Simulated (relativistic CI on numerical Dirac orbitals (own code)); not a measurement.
**La⁺: calculation against measurement**

Computed by Dirac-Coulomb-Breit CI, KLI orbitals optimised for each configuration, QED by a radiative potential, valence Slater integrals scaled by 0.85, configuration energies shifted to the measured levels that pair with them (semi-empirical) (own radial code, finite nucleus).

Configurations in the expansion (outside the closed core [Xe]): 5d2, 5d 6s, 6s2, 4f 6s, 5d 4f, 5d 6p, 6s 6p, 4f2, 5d 5f, 4f 6p, 5d 7s, 5d 5g, 5d 6d, 5d 7p, 4f 5f, 6p2, 5d 7d, 4f 5g, 5d 6f, 5f2, 5d 7f, 5f 6s, 5g2, 5g 6s. Levels of other configurations are missing.

| Configuration | Term (tabulated) | J | Measured (cm⁻¹) | Computed | Error | Purity (%) |
| --- | --- | --- | --- | --- | --- | --- |
| 5d2 | a 3F | 2 | 0.0 | 0 | 0 | 87 |
| 5d2 | a 3F | 3 | 1016.1 | 711 | -305 | 99 |
| 5d 6s | a 3D | 1 | 1895.2 | 2101 | 205 | 98 |
| 5d2 | a 3F | 4 | 1970.7 | 1433 | -538 | 99 |
| 5d 6s | a 3D | 2 | 2591.6 | 2591 | -1 | 90 |
| 5d 6s | a 3D | 3 | 3250.3 | 3130 | -121 | 98 |
| 5d2 | a 3P | 0 | 5249.7 | 5362 | 113 | 95 |
| 5d2 | a 3P | 1 | 5718.1 | 5654 | -64 | 98 |
| 5d2 | a 3P | 2 | 6227.4 | 6033 | -194 | 97 |
| 6s2 | a 1S | 0 | 7394.6 | 7402 | 8 | 74 |
| 5d2 | a 1G | 4 | 7473.3 | 8185 | 711 | 98 |
| 4f 6s | (5/2,1/2)° | 2 | 14148.0 | 14038 | -110 | 83 |
| 4f 6s | (5/2,1/2)° | 3 | 14375.2 | 14502 | 127 | 70 |
| 4f 6s | (7/2,1/2)° | 4 | 15698.7 | 15681 | -18 | 87 |
| 4f 6s | (7/2,1/2)° | 3 | 15773.8 | 15821 | 47 | 71 |
| 5d 4f | z 1G° | 4 | 16599.2 | 16533 | -66 | 78 |
| 5d 4f | y 3F° | 2 | 17211.9 | 17243 | 31 | 86 |
| 5d 4f | z 3H° | 4 | 17825.6 | 17483 | -343 | 82 |
| 5d 4f | y 3F° | 3 | 18235.6 | 17931 | -305 | 93 |
| 5d 4f | z 3H° | 5 | 18580.4 | 18087 | -493 | 99 |
| 5d 4f | z 1D° | 2 | 18895.4 | 19567 | 671 | 65 |
| 5d 4f | y 3F° | 4 | 19214.5 | 18766 | -448 | 89 |
| 5d 4f | z 3H° | 6 | 19749.6 | 19046 | -704 | 99 |
| 5d 4f | z 3G° | 3 | 20402.8 | 22086 | 1684 | 93 |
| 5d 4f | z 3G° | 4 | 21331.6 | 22808 | 1476 | 97 |
| 5d 4f | z 3G° | 5 | 22282.9 | 23555 | 1272 | 97 |
| 5d 4f | z 3D° | 3 | 22537.3 | 22827 | 290 | 56 |
| 5d 4f | z 3P° | 0 | 22683.7 | 22644 | -40 | 59 |
| 5d 6p | y 1D° | 2 | 24462.7 | 24599 | 136 | 55 |
| 5d 4f | y 1F° | 3 | 24522.7 | 24791 | 268 | 80 |
| 5d 6p | y 3D° † | 1 | 25973.4 | 27147 | 1174 | 57 |
| 5d 6p | x 3F° | 2 | 26414.0 | 26219 | -195 | 62 |
| 5d 6p | x 3F° | 3 | 26837.7 | 26809 | -29 | 79 |
| 5d 6p | y 3D° † | 2 | 27388.1 | 27590 | 202 | 57 |
| 6s 6p | 3P° (computed) | 0 | 27545.8 | 27499 | -47 | 60 |
| 5d 6p | y 3D° | 3 | 28315.2 | 28199 | -116 | 61 |
| 5d 4f | z 1H° | 5 | 28525.7 | 31542 | 3016 | 95 |
| 5d 6p | x 3F° | 4 | 28565.4 | 28040 | -525 | 83 |
| 5d 4f | y 1P° | 1 | 30353.3 | 32265 | 1912 | 64 |
| 5d 6p | x 1F° | 3 | 32201.0 | 33061 | 860 | 77 |

Measured levels from NIST Handbook of Basic Atomic Spectroscopic Data (Sansonetti and Martin, J. Phys. Chem. Ref. Data 34, 1559 (2005)); pairs were made by configuration, J and term (by order where the table uses no LS term), so strongly mixed levels may be paired wrongly.

Mean error by configuration (cm⁻¹): 5d2 -46; 5d 6s 28; 6s2 8; 4f 6s 11; 5d 4f 514; 5d 6p 22; 6s 6p -47. Over the excited levels the mean absolute error is 473 cm⁻¹ (39 of the 50 excited levels that our extract of the source holds in range could be paired, and the others can miss by more), and the median relative error of those above 1,000 cm⁻¹ is 1.8 %, both after the shifts were fitted to these levels, so that a configuration with one level shows no error. Some levels of the ground configuration have no partner. † marks terms whose computed intervals miss the measured ones by more than a factor of 2.5, or configurations far off the rest, from wrong mixing, a near crossing or a doubtful label or measurement; they are left out of the means.

Transition probabilities of persistent lines. The last column rescales the computed rate by the cube of measured over computed energy:

```tsv
λ measured (Å)	Lower	Upper	A tabulated (s⁻¹)	A computed	A rescaled
3759.08 air	5d2 a 3F_4	5d 6p x 3F°_4	3.40e+07	5.62e+07	5.62e+07
4086.72 air	5d2 a 3F_2	5d 6p y 1D°_2	5.52e+07	5.75e+07	5.65e+07
```

Configurations whose levels could be paired with our table of measured levels were shifted onto them, all but the ground configuration, by the median error of their levels; single terms can still be off by 1,000 to 2,000 cm⁻¹ or more, and rates follow the energies as ν³ (E1, M1) or ν⁵ (E2). The others borrow a shift and can be off by several thousand cm⁻¹ or more. The fine structure of a lone outer electron comes out too small, for d and f at times inverted, and misplaced configurations move strength between like terms. 39 of the 50 excited levels that our extract of the measured tables holds in this range could be paired (the sources list more); they are missed by 484 cm⁻¹ on average and 3016 at most, after the shifts were fitted to these levels, and levels without a partner can miss by more. Some levels of the ground configuration have no partner and can miss by 10 % or more.

Shifts applied (cm⁻¹): 5d2 0; 5d 6s -983; 6s2 -1718; 4f 6s -6309; 5d 4f -5263; 5d 6p -1484; 6s 6p -41.
